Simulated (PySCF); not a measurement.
Electronic structure of Co⁺ (cobalt, charge +1) at the UHF level

Configuration: [Ar] 3d8, high-spin 3F determinant. Calculation: PySCF 2.14, in x2c-QZVPPall (11s7p5d4f2g, 103 functions); scalar relativity by spin-free X2C-1e.

```
Total energy                        : -1391.608962 hartree
One-electron energy                 : -1924.5449 hartree
Hartree (Coulomb) energy            : 591.6010 hartree
Exchange energy                     : -58.6650 hartree
⟨S²⟩                                : 2.0053
⟨L²⟩                                : 12.032
Sum of ⟨r⟩                          : 17.29 bohr
Sum of ⟨r²⟩                         : 19.69 bohr²
Langevin diamagnetic susceptibility : -15.6 ×10⁻⁶ cm³/mol
```

```tsv
shell	electrons	mean orbital energy (eV)	spread (eV)	rms radius, mean of both spins (bohr)
1s β	1	-7779.2	0	0.0648
1s α	1	-7779.1	0	0.0648
2s α	1	-967.69	0	0.276
2s β	1	-965.99	0	0.276
2p α	3	-825.48	0	0.249
2p β	3	-823.80	0	0.249
3s α	1	-130.40	0	0.838
3s β	1	-125.48	0	0.838
3p α	3	-88.088	0	0.899
3p β	3	-82.150	0	0.899
3d α	5	-20.821	1.396	1.27
3d β	3	-18.382	0	1.27
```

Densities and radii are taken from the X2C orbitals without a picture-change correction, which distorts them close to the nucleus.

Spin-orbit constants ζ (cm⁻¹) from the X2C one-electron operator on these orbitals: bare nucleus, nucleus screened by l(l+1)(2l+1)/3 electrons, and screened by the Breit-Pauli mean field of the electrons.

```
shell   bare  screened nucleus  mean field
   2p  83810             77610         n/a
   3p  10050              9303         n/a
   3d  873.2             549.8         n/a
```

To first order the Landé constant is A = -274.9 cm⁻¹, so the lowest level has J = 4 and lies 0.102 eV below the centre of the term. This holds in LS coupling only.
